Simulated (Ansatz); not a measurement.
Basis-set extrapolation for CH6SSi2 (`[SiH3]C1[SiH2]S1`) (PBE0-D4/def2-TZVP geometry, frozen core, Ansatz 0.2.0). Multiplicity 1, RHF reference.

```
                       def2-TZVPP    def2-QZVPP
                 HF  -1016.799907  -1016.830916
    MP2 correlation     -0.591419     -0.636246
CCSD(T) correlation     -0.675549       not run
```

Energies in hartree. Use E(X) = E(∞) + A·exp(−7.88·√X) for Hartree–Fock and E(X) = E(∞) + B·X^(−2.97) for correlation, with X = 3 and 4, and add CCSD(T) minus MP2 of the smaller set to the MP2 limit.

Problem. What is the CCSD(T) energy at the basis-set limit?

Solution. HF limit: -1016.830916 + (-0.031009) × 0.13774 = -1016.83519. MP2 limit: -0.636246 + (-0.044827) × 0.74074 = -0.66945. Higher-order term: -0.675549 − (-0.591419) = -0.08413. Total: -1017.58877 hartree, 3.08 eV below CCSD(T)/def2-TZVPP.
